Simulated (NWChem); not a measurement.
Everything below was run with NWChem. System: H₂AlF, charge 1, spin multiplicity 2, at the geometry of a parent with another charge or spin, in a state set for the comparison that need not be this species' ground state. Its SCF solution wasn't tested for a lower state. Level: UPBE0/STO-3G.

NWChem printed:

```
             Northwest Computational Chemistry Package (NWChem) 7.3.0
             --------------------------------------------------------

                                NWChem Input Module
                                -------------------

 Scaling coordinates for geometry "geometry" by  1.889725989
 (inverse scale =  0.529177249)

 Turning off AUTOSYM since
 SYMMETRY directive was detected!

                             Geometry "geometry" -> ""
                             -------------------------

 Output coordinates in angstroms (scale by  1.889725989 to convert to a.u.)

  No.       Tag          Charge          X              Y              Z
 ---- ---------------- ---------- -------------- -------------- --------------
    1 Al                  13.0000     0.00000000     0.00000000    -0.56539500
    2 H                    1.0000    -1.40882700     0.00000000    -1.28031700
    3 H                    1.0000     1.40882700     0.00000000    -1.28031700
    4 F                    9.0000     0.00000000     0.00000000     1.10119600

 Effective nuclear repulsion energy (a.u.)      49.4889780339

            Nuclear Dipole moment (a.u.)
            ----------------------------
        X                 Y               Z
 ---------------- ---------------- ----------------
     0.0000000000     0.0000000000    -0.0000094486

      Symmetry information
      --------------------

 Group name             C2v
 Group number             16
 Group order               4
 No. of unique centers     3

      Symmetry unique atoms

     1    2    4


 Summary of "ao basis" -> "" (spherical)
 ------------------------------------------------------------------------------
       Tag                 Description            Shells   Functions and Types
 ---------------- ------------------------------  ------  ---------------------
 *                           sto-3g                   on all atoms

                                 NWChem DFT Module
                                 -----------------

 Summary of "ao basis" -> "ao basis" (spherical)
 ------------------------------------------------------------------------------
       Tag                 Description            Shells   Functions and Types
 ---------------- ------------------------------  ------  ---------------------
 Al                          sto-3g                  5        9   3s2p
 H                           sto-3g                  1        1   1s
[...]
     4     -0.084556  1 Al py

 Vector   10  Occ=1.000000D+00  E=-5.788311D-01  Symmetry=a1
              MO Center= -8.6D-16, -1.2D-16, -5.2D-01, r^2= 2.5D+00
   Bfn.  Coefficient  Atom+Function         Bfn.  Coefficient  Atom+Function
  ----- ------------  ---------------      ----- ------------  ---------------
    16      0.542861  4 F  pz                 6      0.383348  1 Al s
    10      0.341802  2 H  s                 11      0.341802  3 H  s
     9     -0.293265  1 Al pz                 2     -0.174816  1 Al s
     5      0.163283  1 Al pz                13      0.065010  4 F  s
     1      0.045827  1 Al s

 Vector   11  Occ=1.000000D+00  E=-5.438925D-01  Symmetry=b1
              MO Center=  5.1D-16,  1.1D-31, -1.7D-02, r^2= 2.3D+00
   Bfn.  Coefficient  Atom+Function         Bfn.  Coefficient  Atom+Function
  ----- ------------  ---------------      ----- ------------  ---------------
    14      0.647282  4 F  px                 7      0.403486  1 Al px
    10     -0.312581  2 H  s                 11      0.312581  3 H  s
     3     -0.202713  1 Al px

 Vector   12  Occ=0.000000D+00  E=-4.181829D-01  Symmetry=b1
              MO Center=  3.0D-16,  1.8D-33,  7.5D-03, r^2= 2.6D+00
   Bfn.  Coefficient  Atom+Function         Bfn.  Coefficient  Atom+Function
  ----- ------------  ---------------      ----- ------------  ---------------
    14      0.737221  4 F  px                10      0.418645  2 H  s
    11     -0.418645  3 H  s                  7     -0.187073  1 Al px
     3      0.112956  1 Al px

 Vector   13  Occ=0.000000D+00  E=-1.380758D-01  Symmetry=b2
              MO Center= -2.4D-36, -1.5D-20, -5.1D-01, r^2= 1.5D+00
   Bfn.  Coefficient  Atom+Function         Bfn.  Coefficient  Atom+Function
  ----- ------------  ---------------      ----- ------------  ---------------
     8      1.033856  1 Al py                 4     -0.411146  1 Al py
    15     -0.273770  4 F  py

 Vector   14  Occ=0.000000D+00  E=-6.236378D-02  Symmetry=a1
              MO Center= -1.3D-16, -8.6D-17, -5.4D-01, r^2= 2.3D+00
   Bfn.  Coefficient  Atom+Function         Bfn.  Coefficient  Atom+Function
  ----- ------------  ---------------      ----- ------------  ---------------
     6      1.058789  1 Al s                 10     -0.612296  2 H  s
    11     -0.612296  3 H  s                 16      0.426131  4 F  pz
    13     -0.309679  4 F  s                  2     -0.285294  1 Al s
     9      0.215728  1 Al pz                 5     -0.088016  1 Al pz
     1      0.082273  1 Al s                 12      0.049885  4 F  s

   alpha - beta orbital overlaps
   -----------------------------

   alpha      1      2      3      4      5      6      7      8      9     10
    beta      1      2      3      4      5      6      7      8     11     10
 overlap   1.000  1.000  1.000  1.000  1.000  1.000  1.000  0.996  0.863  0.994

   alpha     11     12     13     14     15     16
    beta      9     12     13     14     15     16
 overlap   1.000  0.864  1.000  0.995  0.997  0.998

     --------------------------
     Expectation value of S2:
     --------------------------
      <S2> =      0.7607 (Exact =     0.7500)

 center of mass
 --------------
 x =   0.00000000 y =   0.00000000 z =   0.12146792

 moments of inertia (a.u.)
 ------------------
         124.162636160343           0.000000000000           0.000000000000
           0.000000000000         138.449211208659           0.000000000000
           0.000000000000           0.000000000000          14.286575048315

     Multipole analysis of the density
     ---------------------------------

     L   x y z        total         alpha         beta         nuclear
     -   - - -        -----         -----         ----         -------
     0   0 0 0      1.000000    -12.000000    -11.000000     24.000000

     1   1 0 0     -0.000000     -0.000000     -0.000000      0.000000
     1   0 1 0      0.000000      0.000000      0.000000      0.000000
     1   0 0 1     -0.776344     -0.361641     -0.414694     -0.000009

     2   2 0 0     -8.981929    -13.849557     -9.308022     14.175651
     2   1 1 0      0.000000      0.000000      0.000000      0.000000
     2   1 0 1     -0.000000      0.000000     -0.000000      0.000000
     2   0 2 0     -8.355299     -4.336346     -4.018953      0.000000
     2   0 1 1      0.000000      0.000000      0.000000      0.000000
     2   0 0 2     -8.642899    -39.920510    -34.243728     65.521340

 Task  times  cpu:        0.2s     wall:        0.2s

 Total times  cpu:        0.2s     wall:        0.2s
```

Write an NWChem input that would produce this output.

Several could match; the one computed here: 
```
start mol
memory heap 200 mb stack 900 mb global 1100 mb
charge 1
geometry units angstroms nocenter noautoz
  Al     0.000000     0.000000    -0.565395
  H     -1.408827     0.000000    -1.280317
  H      1.408827     0.000000    -1.280317
  F      0.000000     0.000000     1.101196
  symmetry group C2v
end
basis spherical
  * library sto-3g
end
dft
  xc pbe0
  odft
  mult 2
  semidirect memsize 60000000 filesize 0
  iterations 100
end
task dft energy
```
